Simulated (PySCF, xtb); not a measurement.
In(Me)(OH)2 (CH5InO2), SMILES [CH3][In]([OH])[OH].

xtb with GFN2-xTB at its own geometry gives an orbital gap of 3.74 eV and a dipole moment of 3.83 D.

Geometry optimised at B3LYP-D3(BJ)/def2-SVP. The def2 effective core potentials stand for the cores of In; spin–orbit coupling is left out. One conformer was computed; it need not be the lowest.

**Question.** What does PBE/def2-TZVP in PySCF give? (An estimate is asked for; the answer gives what the named calculation found.)

**Answer.** gap 4.37 eV (levels -6.38 and -2.00 eV), dipole 2.85 D.
